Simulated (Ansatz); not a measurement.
A search over several starts for the lowest SCF solution of the cluster Ti3 at the given spin, in a small basis.

```yaml
crystal:
  periodic: [false, false, false]
  atoms:
    - {symbol: Ti, position_ang: [-0.903599, -0.961816, 0.203156]}
    - {symbol: Ti, position_ang: [0.238627, 0.905046, 0.952266]}
    - {symbol: Ti, position_ang: [0.664972, 0.056760, -1.155422]}
basis:
  gaussian: {orbitals: def2-SVP, initial_orbitals: start.molden}
hamiltonian: {xc: pbe0, dispersion: d4}
output: {orbitals: {seedname: orbitals}}
```

The file start.molden holds the orbitals of an earlier run on this structure, at another level or in another basis.

```sh
$ ansatz run in.yaml --threads 4 --pin off --events-out ev --progress --plain --max-ram 3916MiB
```

Shortened log:

```
Functional definition: PBE0
1050 factors; integrals over basis functions are off by at most 6.7e-4 eV
mean field evaluation 1: about -69310.7881 eV, gradient 6.7e0 eV
mean field evaluation 2: about -69311.0605 eV, gradient 3.6e-1 eV
mean field evaluation 4: about -69311.1357 eV, gradient 5.0e-3 eV
mean field evaluation 8: about -69311.1357 eV, gradient 3.6e-5 eV
mean field evaluation 16: about -69308.9600 eV, gradient 1.8e1 eV
mean field evaluation 32: about -69311.0888 eV, gradient 1.3e0 eV
mean field -69311.13566007 eV, -2547.1372547326 hartree, gradient 6.7e-6 eV, S^2 0.000000; 5 other end points of the search recorded, 0 dependent functions left out
reference -69311.13568638 eV, -2547.1372556992 hartree; 33, 33 occupied and 60, 60 virtual orbitals, 1050 factors
Total energy: -69311.21145603 eV, -2547.1400401824 hartree
```

It took 4.6 s on 4 threads of Arm Neoverse V1 on a shared host.

The restricted singlet is unstable towards broken spin symmetry at other levels; at PBE0-D4/def2-SVP this wasn't settled. The geometry of the singlet was relaxed on an unsound state (restricted singlet, unstable towards broken spin symmetry at other levels and untested here). At PBE0-D4/def2-TZVP a triplet of charge 0 lies 1.22 eV below the restricted singlet, each at its own geometry. That triplet is doubtful there (⟨S²⟩ 4.79, where a pure state has 2.00). The structure comes from a short search, and lower isomers may exist.
